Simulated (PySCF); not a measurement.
## Solvent effects on NMR parameters

Structure with atom numbers: `[BH2:1][CH2:2][B:3]([CH3:4])[NH:5][CH3:6]`. Hydrogens are named by the atom that carries them.

GIAO PBE0/pcSseg-1 in PySCF 2.14 on one PBE0-D3(BJ)/def2-SVP conformer, non-relativistic, equivalent nuclei averaged. Solvents enter as an IEF-PCM continuum (chloroform with ε = 4.7) around the gas-phase geometry. Shifts are referred to BF3·OEt2, TMS computed in the same medium.

Gas phase, δ in ppm: B1 79.3, B3 40.8, C2 42.2, C6 32.8, C4 10.7, H(B1) 7.27, H(N5) 3.85, H(C6) 2.93, H(C2) 2.70, H(C4) 0.40. Dipole moment 2.09 D.

**Question.** How does each δ change in the continuum?

**Answer.** 
```csv
atoms,environment,"Δδ, chloroform"
B1,"boron bonded to C, 2 H",-0.5
B3,"boron bonded to 2 C, N",-0.3
C2,sp3 CH2 bonded to 2 B,+0.8
C6,methyl carbon bonded to N,+0.6
C4,methyl carbon bonded to B,-0.1
H(B1),hydrogen on a boron bonded to C,-0.11
H(N5),"hydrogen on a nitrogen bonded to C, B",+0.47
H(C6),hydrogen on a methyl carbon bonded to N,+0.03
H(C2),hydrogen on an sp3 CH2 bonded to 2 B,+0.04
H(C4),hydrogen on a methyl carbon bonded to B,-0.02
```

Changes are relative to the gas phase. The dipole moment becomes 2.50 D in chloroform.

**Question.** Which of the listed nuclei move most (in ppm), and what does the model miss? (N and O are left out, as their reference compounds move with the solvent too.)

**Answer.** C2 (sp3 CH2 bonded to 2 B, +0.8 ppm) in chloroform. A continuum only polarises the solute; specific hydrogen bonds, the anisotropy of aromatic solvents and changes of geometry or conformer are outside it.
